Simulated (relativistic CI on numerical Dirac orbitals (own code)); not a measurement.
One change at a time: Ce5+

Base calculation: Dirac-Coulomb-Breit CI, KLI orbitals optimised for each configuration, a model potential for QED, valence Slater integrals scaled by 0.85, P86 correlation energy added to each configuration.

Configurations in the expansion (outside the closed core [Kr] 4d10): 5s2 5p5, 5s 5p6, 5s2 5p4 4f, 5s2 5p4 5d, 5s 5p5 5d, 5s2 5p3 4f 5d, 5s2 5p4 5f, 5s 5p5 4f, 5s2 5p4 5g, 5s2 5p4 6s, 5s 5p4 4f2, 5s2 5p4 6p, 5s 5p5 5f, 5p6 4f, 5s2 5p3 4f 6s, 5s 5p5 5g, 5s2 5p4 6d, 5s2 5p4 7s, 5s2 5p3 4f 5g, 5s2 5p3 5d 5f, 5p6 5d, 5s2 5p4 7p, 5p5 4f 5d, 5s 5p4 5d2, 5s 5p4 4f 5f, 5s 5p5 6s, 5s 5p4 5d 6s, 5s2 5p4 6f, 5s2 5p3 5d2, 5s2 5p2 4f 5d2, 5s2 5p2 5d3, 5s 5p3 5d3, 5s2 5p2 5d2 5f, 5s 5p3 4f 5d2, 5p5 5d2, 5p4 4f 5d2, 5p4 5d3, 5p4 5d2 5f. Double excitations out of closed p, d and f shells are left out; levels of such configurations are missing from the list, as are those of other unlisted configurations, and high levels can miss mixing partners. These lack a partner that the ground configuration has and come out too high: 5s2 5p4 5g, 5s2 5p4 6s, 5s2 5p4 6p, 5s 5p5 5f, 5s 5p5 5g.

Variants: (1) self-excluded LDA correlation estimate; (2) no correlation estimate; (3) configuration mixing switched off; (4) Breit term removed. Shifts of the energy above 5s2 5p5 2P°_3/2, in cm⁻¹, for the lowest level and the first level of each name with at least 55 % of one term (blank where a level changes its place among those of its configuration and J or its character, or is not in the variant):

```
              Level      Base    Δ(1)     Δ(2)      Δ(3)     Δ(4)  Measured
    5s2 5p5 2P°_3/2       0.0     0.0      0.0       0.0      0.0       0.0
    5s2 5p5 2P°_1/2   25796.4    -7.2     +6.8   +1011.1   +346.8          
 5s2 5p4 4f 4F°_5/2  100418.0  -922.2  +1562.8   -6886.1  +1057.7          
 5s2 5p4 4f 4F°_7/2  100565.2  -922.3  +1563.7   -7027.9  +1149.1          
 5s2 5p4 4f 4F°_9/2  102374.5  -922.5  +1564.9   -7223.2  +1285.7          
 5s2 5p4 4f 4F°_3/2  103162.1  -922.3  +1564.3   -7166.3  +1076.8          
5s2 5p4 4f 4G°_11/2  108673.9  -923.1  +1565.2   -7310.5  +1272.5          
 5s2 5p4 4f 4D°_1/2  109196.0  -915.0  +1550.8   -7708.0  +1005.5          
 5s2 5p4 4f 2P°_1/2  135432.9  -911.0  +1538.9   -7787.4  +1339.1          
 5s2 5p4 4f 2H°_9/2  135449.4  -922.5  +1559.5   -6894.6  +1392.9          
 5s2 5p4 4f 2D°_5/2  135675.1  -921.6  +1557.2   -6693.3  +1531.0          
 5s2 5p4 4f 2P°_3/2  136075.1  -915.9  +1547.0            +1461.7          
5s2 5p4 4f 2H°_11/2  137025.2  -922.7  +1560.6   -6957.2  +1621.5          
      5s 5p6 2S_1/2  162123.5   +51.5   -959.8  +34117.8   +177.8  160416.0
  5s2 5p4 5d 4D_5/2  188872.5  -171.2  -1843.7    +788.4   +326.6          
  5s2 5p4 5d 4D_3/2  189283.3  -172.1  -1845.4   +1027.5   +294.0          
  5s2 5p4 5d 4D_7/2  190488.2  -171.4  -1842.3    +647.1   +392.0          
  5s2 5p4 5d 4F_9/2  197622.7  -176.9  -1837.9    +972.4   +388.3          
  5s2 5p4 5d 4F_5/2  212904.4  -180.2  -1831.6   +1936.5   +517.8          
  5s2 5p4 5d 2G_7/2  226767.7  -194.2  -1811.2   +3559.7   +651.1          
  5s2 5p4 5d 2F_5/2  228142.2  -190.3  -1832.8   +3821.3   +696.6          
  5s2 5p4 5d 2G_9/2  229024.1  -189.9  -1814.8   +2863.2   +747.7
```

At this charge configurations can still be misplaced by up to about 7 % of their energy. Levels and lines within the n = 5 or 6 shells can be off by up to 10 % or somewhat more, and those that change n by about 2 %, since core polarisation is missing. 1 of the 1 excited levels that our extract of the measured tables holds in this range could be paired (the sources list more); they are missed by 1708 cm⁻¹ on average and 1708 at most, and levels without a partner can miss by more. Some levels of the ground configuration have no partner and can miss by 10 % or more. Levels that differ in their count of f electrons can be misplaced by several ten thousand cm⁻¹, since the correlation energy of f electrons is missing or only estimated; rates across such gaps can be off by orders of magnitude.

Measured levels: Martin, Zalubas and Hagan, Atomic Energy Levels: The Rare-Earth Elements, NSRDS-NBS 60 (1978).

Ionisation energy from the two ground configurations alone: base 78.76 eV; self-excluded LDA correlation estimate 79 eV; no correlation estimate 77.36 eV; Breit term removed 78.8 eV. The NIST ASD value (semi-empirical) is 77.6 eV.

LS names give the leading component of a level, which can be under half, so a name can repeat, a term be missing and a line seem to break the LS rules.
